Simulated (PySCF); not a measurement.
## Optical rotation: `OC[C@]1(Cl)C=C1F`, C₄H₄ClFO

Molfile (atoms numbered from 1):
```
C4H4ClFO
     RDKit          3D

 11 11  0  0  0  0  0  0  0  0999 V2000
   -1.5384   -1.1458   -0.8888 O   0  0  0  0  0  0  0  0  0  0  0  0
   -0.8710    0.0584   -0.6358 C   0  0  0  0  0  0  0  0  0  0  0  0
    0.0091   -0.0313    0.6099 C   0  0  2  0  0  0  0  0  0  0  0  0
    1.4481    1.0209    0.4876 Cl  0  0  0  0  0  0  0  0  0  0  0  0
    0.1014   -1.3005    1.4254 C   0  0  0  0  0  0  0  0  0  0  0  0
   -0.5384   -0.2951    1.9525 C   0  0  0  0  0  0  0  0  0  0  0  0
   -1.2259    0.1985    2.9554 F   0  0  0  0  0  0  0  0  0  0  0  0
   -2.1787   -1.3186   -0.1891 H   0  0  0  0  0  0  0  0  0  0  0  0
   -1.5710    0.9001   -0.5396 H   0  0  0  0  0  0  0  0  0  0  0  0
   -0.2370    0.2330   -1.5082 H   0  0  0  0  0  0  0  0  0  0  0  0
    0.4934   -2.2859    1.4719 H   0  0  0  0  0  0  0  0  0  0  0  0
  1  2  1  0
  2  3  1  0
  3  4  1  1
  3  5  1  0
  5  6  2  0
  6  7  1  0
  6  3  1  0
  1  8  1  0
  2  9  1  0
  2 10  1  0
  5 11  1  0
M  END
```

Method: TDDFT LC-wPBE/def2-SVPD circular dichroism and optical rotation, one conformer, gas phase (PySCF 2.14.0). Geometry: GFN2-xTB, dihedral held. The dihedral O1–C2–C3–C5 is held at 0°.

Stereocentres: C3 R.

Question: What is the specific rotation at 633, 589.3, 546, 436, 405, 365, 355 nm?

Answer: [α] in deg dm⁻¹ (g/mL)⁻¹:
| λ (nm) | origin-invariant length gauge | modified velocity gauge | length gauge (centre of mass) | isotropic polarisability (au) |
| --- | --- | --- | --- | --- |
| 633 | -23.8 | -26.5 | -24.5 | 63.4 |
| 589.3 | -28.9 | -32.1 | -29.8 | 63.6 |
| 546 | -35.9 | -39.6 | -36.9 | 63.8 |
| 436 | -72.4 | -77.8 | -74.1 | 64.8 |
| 405 | -93.4 | -99.4 | -95.3 | 65.3 |
| 365 | -137.0 | -144.0 | -139.5 | 66.1 |
| 355 | -152.7 | -159.8 | -155.4 | 66.3 |

Question: And for the mirror image at 589.3 nm?

Answer: +28.9 deg dm⁻¹ (g/mL)⁻¹ (origin-invariant length gauge): the same size and the opposite sign.

Question: What is the molar rotation [Φ] = [α]·M/100 of the geometry above at 589.3 nm?

Answer: With M = 122.52 g/mol, -35.4 deg cm² dmol⁻¹ (origin-invariant length gauge).

The first excitation lies at 7.00 eV (177 nm) with R = +9.7 × 10⁻⁴⁰ esu² cm² (velocity form).
